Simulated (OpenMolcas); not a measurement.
Mo4+: moving or changing the point charges

Mo4+ among 6 point charges of -1.7 e arranged as an octahedron (Oh), 1.85 Å from the ion.

* Program: OpenMolcas
* Method: CASSCF
* Basis: ANO-RCC-VDZP [6s5p3d1f]
* Scalar Hamiltonian: DKH2, point nucleus
* Active space: 2 electrons in 5 orbitals (4d)
* State averaging: 2S+1 = 3 even, 10 roots; 2S+1 = 1 even, 15 roots
* Spin-orbit coupling: RASSI with atomic mean-field integrals over the reference wave functions

Runs around this geometry, states (labels of O, the rotations of Oh). Energies in cm-1 above the lowest state or level, χT in cm3 K/mol; under a threefold ground state the first gap can be a small split of the lowest multiplet, not the spin-orbit step; 10Dq and B are least-squares fits to the states below 45000 cm-1, weighted by degeneracy, with a free offset, and given where the rms deviation is under 5 % of |10Dq| (or 100 cm-1) and under 700 cm-1.

| R (Å) | q (e) | Ground state | First state of that spin | 10Dq | B (rms of fit) | First gap with spin-orbit (degeneracies) | χT at 300 K | First state of another spin |
| --- | --- | --- | --- | --- | --- | --- | --- | --- |
| 1.85 | -1.1 | 3T1 | 3T2 8122 | 9517 | 850 (120) | 166.8 (2, 3) | 0.230 | 1T2 12253 |
| 1.76 | -1.7 | 3T1 | 3T2 16729 | 18639 | 827 (167) | 72.6 (2, 3) | 0.300 | 1T2 11635 |
| 1.85 | -1.7 | 3T1 | 3T2 13058 | 14998 | 832 (229) | 99.9 (2, 3) | 0.272 | 1T2 11925 |
| 2.01 | -1.7 | 3T1 | 3T2 8622 | 10122 | 849 (147) | 158.0 (2, 3) | 0.234 | 1T2 12218 |

Taking |10Dq| as R^-n, n = -ln(10122 / 18639) / ln(2.01 / 1.76) = 4.6 between the shortest and longest distance. The point-charge formula for a cubic d site gives n = 5.

Scaling the charges by -1.1 / -1.7 = 0.65 scales |10Dq| by 9517 / 14998 = 0.63; with fixed orbitals a first-order splitting would follow the charge.

An orbital triplet at a regular site is open to Jahn-Teller coupling, which can distort the site and quench the lowest spin-orbit gaps and is left out. Without dynamic correlation the repulsion within the d shell is too large (B by tens of per cent), so at a given field states of lower spin stand too high. This field is weak: 10Dq is about 9517 cm-1, while octahedral complexes of 4d ions of charge 3 and more, computed by the same method with explicit ligands, had a median near 25000 cm-1. Ground spin and moment need not be those of a real site (figures for R = 1.85, q = -1.1; the like holds for R = 1.85, q = -1.7, R = 2.01, q = -1.7). Point charges carry no covalency, so the field is a model and not that of real ligands. No measured value stands beside these numbers.
